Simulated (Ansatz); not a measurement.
C₂H₈FNSi (`FCNC[SiH3]`), relaxed with RKS PBE0-D4/def2-TZVP in Ansatz from a PBE-D4/def2-SVP geometry. The force threshold is 0.005 eV/Å; the program also tests the step.

Total charge 0; spin multiplicity 1.

Start:

```xyz
13

F     1.837    1.199    1.635
C     1.898    0.121    0.721
N     0.638   -0.423    0.387
C    -0.309    0.472   -0.277
Si   -1.874   -0.453   -0.844
H     2.392    0.514   -0.196
H     2.532   -0.666    1.184
H     0.214   -0.899    1.191
H     0.175    0.888   -1.189
H    -0.599    1.358    0.340
H    -2.868    0.524   -1.414
H    -2.497   -1.145    0.341
H    -1.540   -1.491   -1.879
```

Question: How much energy does the relaxation release, and in how many steps? (An estimate is asked.)

Answer: The calculation gave: 1.17 kcal/mol, in 7 steps.

Question: Which bonds change most? (Estimate.)

Answer: Ansatz gave: C4–Si5 from 1.904 to 1.884 Å; C2–H6 from 1.113 to 1.093 Å; C2–H7 from 1.112 to 1.092 Å; C4–H10 from 1.118 to 1.099 Å.

Question: Give the relaxed structure. (Estimate.)

Answer: Computed: 
```xyz
13

F     1.801    1.179    1.636
C     1.878    0.116    0.716
N     0.630   -0.421    0.378
C    -0.300    0.472   -0.295
Si   -1.856   -0.447   -0.829
H     2.366    0.525   -0.172
H     2.503   -0.647    1.184
H     0.205   -0.903    1.158
H     0.183    0.857   -1.200
H    -0.572    1.350    0.308
H    -2.848    0.520   -1.370
H    -2.449   -1.136    0.351
H    -1.540   -1.464   -1.864
```
